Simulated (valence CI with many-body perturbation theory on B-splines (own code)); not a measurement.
## Bi⁷⁰⁺: calculated level list

Method: relativistic CI+MBPT: three valence electrons over a frozen Dirac-Fock core [Ne], radial functions for each j: 11 s, 11 p, 10 d, 8 f, 5 g, 2 h, with the one-electron correlation potential Σ1, the two-electron term Σ2, the three-electron term Σ3, Breit, model QED; selected CI, second order for the rest, scaled by the run's own slope (own B-spline code, finite nucleus).

No measured spectrum was set against this ion. As an estimate, large intervals hold to a few tenths of a per cent, small ones and those within an open d or f shell to about a per cent.

Levels 46 to 90 of 156, with energies above the lowest level, (3s^2 3p1/2) J=1/2. "Leading %" is the weight of the configuration and term that name the level; weights of strongly mixed levels are sums over their largest components and can fall short, so below about 35 % the name and the second component can differ from the true leading terms, or belong to a minority configuration. In the jj column 3d3/2^4 stands for four electrons in 3d with j = 3/2. Lifetimes count E1, E2, E3, M1 and M2 decay at the calculated energies, and are blank where another channel may lead or the interval is too uncertain; long ones can be off by a factor of two.

| No. | Configuration | Term | J | E (eV) | Leading % | Lifetime | Second component | g | Leading jj |
| --- | --- | --- | --- | --- | --- | --- | --- | --- | --- |
| 46 | 3p2 3d | 2D | 3/2 | 1934.6 | 30 | 113 fs | 18 % 3p2 3d 4P | 1.024 | 3p1/2 3p3/2 3d3/2 (74 %) |
| 47 | 3p2 3d | 2D | 5/2 | 1936.0 | 27 | 128 fs | 22 % 3p2 3d 4F | 1.113 | 3p1/2 3p3/2 3d3/2 (83 %) |
| 48 | 3p2 3d | 4P | 1/2 | 1940.4 | 30 | 144 fs | 29 % 3p2 3d 2P | 1.686 | 3p1/2 3p3/2 3d3/2 (83 %) |
| 49 | 3s 3d2 | 4F | 3/2 | 1963.8 | 62 | 85.5 fs | 13 % 3s 3d2 2D | 0.633 | 3s 3d3/2^2 (73 %) |
| 50 | 3s 3d2 | 4F | 5/2 | 1980.8 | 37 | 72.3 fs | 20 % 3s 3d2 2D | 1.060 | 3s 3d3/2^2 (74 %) |
| 51 | 3s 3d2 | 4P | 1/2 | 2002.8 | 50 | 72.9 fs | 26 % 3s 3d2 2S | 2.158 | 3s 3d3/2^2 (82 %) |
| 52 | 3p2 3d | 4D | 7/2 | 2039.3 | 48 | 225 fs | 32 % 3p2 3d 4F | 1.293 | 3p1/2 3p3/2 3d5/2 (97 %) |
| 53 | 3p2 3d | 2G | 9/2 | 2047.2 | 58 | 445 fs | 31 % 3p2 3d 4F | 1.166 | 3p1/2 3p3/2 3d5/2 (89 %) |
| 54 | 3p2 3d | 2P | 3/2 | 2052.5 | 51 | 244 fs | 20 % 3p2 3d 4P | 1.319 | 3p1/2 3p3/2 3d5/2 (94 %) |
| 55 | 3p2 3d | 2D | 5/2 | 2056.8 | 45 | 289 fs | 19 % 3p2 3d 2F | 1.111 | 3p1/2 3p3/2 3d5/2 (89 %) |
| 56 | 3p2 3d | 2F | 7/2 | 2069.8 | 46 | 406 fs | 18 % 3p2 3d 4F | 1.136 | 3p1/2 3p3/2 3d5/2 (72 %) |
| 57 | 3p2 3d | 4P | 5/2 | 2072.8 | 44 | 202 fs | 24 % 3p2 3d 2F | 1.262 | 3p1/2 3p3/2 3d5/2 (93 %) |
| 58 | 3p2 3d | 2P | 1/2 | 2084.7 | 42 | 414 fs | 35 % 3p2 3d 2S | 1.229 | 3p1/2 3p3/2 3d5/2 (82 %) |
| 59 | 3p2 3d | 2D | 3/2 | 2089.6 | 57 | 210 fs | 14 % 3p2 3d 4D | 0.947 | 3p1/2 3p3/2 3d5/2 (91 %) |
| 60 | 3s 3d2 | 4F | 5/2 | 2099.3 | 51 | 184 fs | 23 % 3s 3d2 4P | 1.155 | 3s 3d3/2 3d5/2 (97 %) |
| 61 | 3s 3d2 | 4F | 7/2 | 2100.5 | 70 | 142 fs | 14 % 3p2 3d 2F | 1.170 | 3s 3d3/2 3d5/2 (76 %) |
| 62 | 3s 3d2 | 4P | 3/2 | 2107.0 | 82 | 190 fs | 10 % 3s 3d2 2D | 1.528 | 3s 3d3/2 3d5/2 (99 %) |
| 63 | 3s 3d2 | 2G | 9/2 | 2118.7 | 60 | 141 fs | 30 % 3s 3d2 4F | 1.170 | 3s 3d3/2 3d5/2 (88 %) |
| 64 | 3s 3d2 | 2F | 5/2 | 2126.8 | 47 | 117 fs | 29 % 3s 3d2 4P | 1.120 | 3s 3d3/2 3d5/2 (83 %) |
| 65 | 3s 3d2 | 2G | 7/2 | 2126.9 | 70 | 168 fs | 21 % 3s 3d2 2F | 0.954 | 3s 3d3/2 3d5/2 (93 %) |
| 66 | 3p 3d2 | 4G° | 5/2 | 2134.0 | 52 | 724 fs | 36 % 3p 3d2 2F° | 0.736 | 3p1/2 3d3/2^2 (100 %) |
| 67 | 3s 3d2 | 2P | 3/2 | 2134.0 | 37 | 118 fs | 28 % 3s 3d2 2D | 1.079 | 3s 3d3/2 3d5/2 (83 %) |
| 68 | 3s 3d2 | 2P | 1/2 | 2144.7 | 54 | 105 fs | 25 % 3s 3d2 4P | 1.228 | 3s 3d3/2 3d5/2 (79 %) |
| 69 | 3p 3d2 | 2D° | 3/2 | 2184.7 | 42 | 109 fs | 34 % 3p 3d2 4F° | 0.777 | 3p1/2 3d3/2^2 (99 %) |
| 70 | 3p 3d2 | 2P° | 1/2 | 2184.8 | 47 | 207 fs | 38 % 3p 3d2 4D° | 0.640 | 3p1/2 3d3/2^2 (99 %) |
| 71 | 3s 3d2 | 4F | 9/2 | 2235.8 | 69 | 929 fs | 31 % 3s 3d2 2G | 1.248 | 3s 3d5/2^2 (98 %) |
| 72 | 3s 3d2 | 2D | 5/2 | 2253.2 | 51 | 799 fs | 40 % 3s 3d2 4P | 1.320 | 3s 3d5/2^2 (98 %) |
| 73 | 3s 3d2 | 2F | 7/2 | 2262.7 | 64 | 732 fs | 20 % 3s 3d2 2G | 1.092 | 3s 3d5/2^2 (95 %) |
| 74 | 3s 3d2 | 2P | 3/2 | 2269.6 | 48 | 635 fs | 39 % 3s 3d2 2D | 1.086 | 3s 3d5/2^2 (95 %) |
| 75 | 3p 3d2 | 4G° | 7/2 | 2284.9 | 55 | 2.07 ps | 15 % 3p 3d2 2G° | 1.001 | 3p1/2 3d3/2 3d5/2 (100 %) |
| 76 | 3p 3d2 | 2D° | 5/2 | 2288.7 | 24 | 1.32 ps | 23 % 3p 3d2 4F° | 1.050 | 3p1/2 3d3/2 3d5/2 (100 %) |
| 77 | 3s 3d2 | 2S | 1/2 | 2291.2 | 65 | 640 fs | 18 % 3s 3d2 4P | 1.875 | 3s 3d5/2^2 (97 %) |
| 78 | 3p 3d2 | 4D° | 3/2 | 2296.6 | 41 | 1.51 ps | 20 % 3p 3d2 2D° | 1.142 | 3p1/2 3d3/2 3d5/2 (100 %) |
| 79 | 3p 3d2 | 4P° | 1/2 | 2300.2 | 49 | 1.62 ps | 28 % 3p 3d2 4D° | 1.762 | 3p1/2 3d3/2 3d5/2 (100 %) |
| 80 | 3p 3d2 | 2H° | 9/2 | 2302.5 | 54 | 2.19 ps | 31 % 3p 3d2 2G° | 1.003 | 3p1/2 3d3/2 3d5/2 (100 %) |
| 81 | 3p 3d2 | 4D° | 5/2 | 2329.9 | 28 | 161 fs | 17 % 3p 3d2 4F° | 1.131 | 3p1/2 3d3/2 3d5/2 (99 %) |
| 82 | 3p3 | 2P° | 3/2 | 2331.9 | 51 | 61.9 fs | 28 % 3p3 2D° | 1.301 | 3p3/2^3 (99 %) |
| 83 | 3p 3d2 | 2F° | 7/2 | 2336.2 | 48 | 176 fs | 29 % 3p 3d2 2G° | 1.097 | 3p1/2 3d3/2 3d5/2 (99 %) |
| 84 | 3p 3d2 | 2P° | 3/2 | 2342.5 | 33 | 148 fs | 25 % 3p 3d2 4D° | 1.333 | 3p1/2 3d3/2 3d5/2 (99 %) |
| 85 | 3p 3d2 | 4D° | 7/2 | 2448.1 | 38 | 1.05 ps | 29 % 3p 3d2 2F° | 1.224 | 3p1/2 3d5/2^2 (99 %) |
| 86 | 3p 3d2 | 2G° | 9/2 | 2454.2 | 33 | 1.36 ps | 27 % 3p 3d2 4G° | 1.114 | 3p1/2 3d5/2^2 (99 %) |
| 87 | 3p 3d2 | 2P° | 3/2 | 2461.5 | 29 | 956 fs | 24 % 3p 3d2 2D° | 1.312 | 3p1/2 3d5/2^2 (100 %) |
| 88 | 3p 3d2 | 2F° | 5/2 | 2464.9 | 39 | 1.09 ps | 27 % 3p 3d2 2D° | 1.083 | 3p1/2 3d5/2^2 (99 %) |
| 89 | 3p 3d2 | 2P° | 1/2 | 2495.2 | 71 | 828 fs | 20 % 3p 3d2 4D° | 0.642 | 3p1/2 3d5/2^2 (99 %) |
| 90 | 3p2 3d | 2D | 3/2 | 2555.1 | 33 | 66.0 fs | 26 % 3p2 3d 4P | 1.146 | 3p3/2^2 3d3/2 (99 %) |
